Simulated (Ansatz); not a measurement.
Z-matrix (Å, degrees):
```
C
Al 1 1.950
H 1 1.095 2 110.6
H 1 1.095 2 110.4 3 -117.8
H 1 1.092 2 113.0 3 121.2
Si 2 2.451 1 124.5 3 56.7
S 2 2.191 1 120.6 3 -123.4
H 6 1.492 2 111.0 1 -59.6
H 6 1.490 2 112.5 1 179.7
H 6 1.492 2 111.0 1 59.0
H 7 1.344 2 94.7 1 0.1
```

Total charge 0; spin multiplicity 1.

**Question.** List the ωB97M-V/def2-TZVPP orbital energies in eV (Ansatz 0.2.0). (An estimate is asked.)

**Answer.** Computed: Occupied: -2426.51, -1806.51, -1532.34, -280.93, -220.51, -163.62, -163.51, -163.48, -147.64, -116.93, -101.75, -101.75, -101.74, -76.59, -76.44, -76.39, -22.74, -21.92, -17.57, -14.09, -13.77, -13.73, -12.87, -11.94, -11.91, -10.47, -9.91, -9.55. Lowest empty: 0.27, 1.40, 1.67, 2.45, 2.77, 3.13, 3.26, 3.98.
